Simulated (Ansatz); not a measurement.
C6H11O (SMILES [CH2]C(=O)CC(C)C), doublet (typed; the unrestricted solution is spin-contaminated), geometry from GFN2-xTB; Ansatz (a program for electronic structure) with MP2/STO-3G.

Here is a job for Ansatz.
Ansatz 0.2 input:
```yaml
crystal:
  periodic: [false, false, false]
  atoms:
    - {symbol: C, position_ang: [2.20591404, -0.44031400, -0.45736849]}
    - {symbol: C, position_ang: [1.09196265, 0.41268942, -0.33583232]}
    - {symbol: O, position_ang: [0.74406726, 1.18356321, -1.23663528]}
    - {symbol: C, position_ang: [0.33877984, 0.38585523, 0.98522440]}
    - {symbol: C, position_ang: [-1.05395983, -0.24932639, 0.79482052]}
    - {symbol: C, position_ang: [-1.93197516, 0.63147546, -0.08384838]}
    - {symbol: C, position_ang: [-0.94128819, -1.65817365, 0.21568997]}
    - {symbol: H, position_ang: [2.84814120, -0.34666925, -1.31626420]}
    - {symbol: H, position_ang: [2.53069654, -1.06534200, 0.35393873]}
    - {symbol: H, position_ang: [0.20910406, 1.41361474, 1.32870449]}
    - {symbol: H, position_ang: [0.90023319, -0.17200020, 1.73410466]}
    - {symbol: H, position_ang: [-1.50758209, -0.31944056, 1.79155030]}
    - {symbol: H, position_ang: [-2.87003799, 0.13169946, -0.31408151]}
    - {symbol: H, position_ang: [-2.15062661, 1.57484584, 0.41159759]}
    - {symbol: H, position_ang: [-1.41826622, 0.85243457, -1.01942306]}
    - {symbol: H, position_ang: [-0.56382848, -1.62273750, -0.80360340]}
    - {symbol: H, position_ang: [-0.26927935, -2.27087201, 0.81307424]}
    - {symbol: H, position_ang: [-1.91769218, -2.13727504, 0.20137047]}
basis:
  gaussian:
    orbitals: STO-3G
magnetization: {spin_polarized: true, initial_magnetization: 1}
correlation: {method: mp2, electrons: outside_noble_gas}
accuracy: high
```

Output, abridged:

```
Functional definition: HF
1094 factors; integrals over basis functions are off by at most 2.0e-9 eV
mean field evaluation 1: about -8283.5403 eV, gradient 2.6e1 eV
mean field evaluation 2: about -8283.9725 eV, gradient 2.6e1 eV
mean field evaluation 4: about -8289.3451 eV, gradient 4.0e0 eV
mean field evaluation 8: about -8290.1071 eV, gradient 2.3e-1 eV
mean field evaluation 16: about -8289.4055 eV, gradient 3.0e0 eV
mean field -8290.10908594 eV, -304.6558896704 hartree, gradient 2.0e-8 eV, S^2 1.055155; 3 other end points of the search recorded, 0 dependent functions left out
7 core orbitals not correlated
reference -8290.10908594 eV, -304.6558896704 hartree; 21, 20 occupied and 18, 19 virtual orbitals, 1094 factors
second order -8.54422931 eV of doubles, -0.00000000 eV of singles
Total energy: -8298.65331525 eV, -304.9698843062 hartree
```
